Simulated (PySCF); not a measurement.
Al(Me)(F)2 cation (CH3AlF2), SMILES [CH3][Al]([F])[F] (connectivity only; charge and spin as stated), charge +1, multiplicity 2.

The structure is a stationary point at TPSSh-D3(BJ)/def2-SVP. The spin state was assumed, not searched. The isomer is the one that the SMILES or the coordinates give; other isomers of the formula were not compared.

The numbers are results of TDA-LC-ωPBE/def2-SVPD run with PySCF 2.14.0, not measurements.

Vertical excitations. Isolated molecule, no solvent.

```csv
state,energy (eV),λ (nm),f,main pairs
root 1,4.39,283,0.000,"β HOMO−6→LUMO 60 %, β HOMO→LUMO 24 %, β HOMO−4→LUMO 12 %"
root 2,4.61,269,0.002,β HOMO−5→LUMO 80 %
root 3,5.77,215,0.000,β HOMO−1→LUMO 86 %
root 4,5.78,214,0.002,"β HOMO→LUMO 64 %, β HOMO−6→LUMO 15 %, β HOMO−1→LUMO 10 %"
root 5,6.03,206,0.033,"β HOMO−3→LUMO 49 %, β HOMO−2→LUMO 45 %"
root 6,6.06,205,0.005,"β HOMO−3→LUMO 43 %, β HOMO−2→LUMO 41 %, β HOMO−5→LUMO 11 %"
root 7,6.87,180,0.028,"β HOMO−4→LUMO 75 %, β HOMO−6→LUMO 19 %"
root 8,7.65,162,0.005,"α HOMO→LUMO 9 %, β HOMO−7→LUMO 81 %"
root 9,8.15,152,0.220,"α HOMO→LUMO 82 %, β HOMO−7→LUMO 8 %"
root 10,8.82,141,0.019,α HOMO→LUMO+1 96 %
```
Unrestricted roots are not spin-pure.
